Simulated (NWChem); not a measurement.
System: boron monoxide dimer (B₂O₂); SMILES O=BB=O

```xyz
4

O      0.0000     0.0000    -2.0254
B      0.0000     0.0000    -0.8262
B      0.0000     0.0000     0.8262
O      0.0000     0.0000     2.0254
```
Atoms are numbered in this order, from 1.

STO-3G and 3-21G are far too small for this property and stand as cheap habits. Structure relaxed at the PBE0/def2-SVP level.

Question: List the 4 lowest vertical singlet excitations from PBE/3-21G, TDA (NWChem).

Answer: 
```tsv
state	energy (eV)	oscillator strength	leading excitation (squared amplitude)
S1	6.65	0.000	HOMO−1 → LUMO+1 (0.48)
S2	6.87	0.000	HOMO−1 → LUMO+1 (0.45)
S3	6.87	0.000	HOMO−1 → LUMO (0.45)
S4	7.22	0.000	HOMO−3 → LUMO+1 (0.50)
```
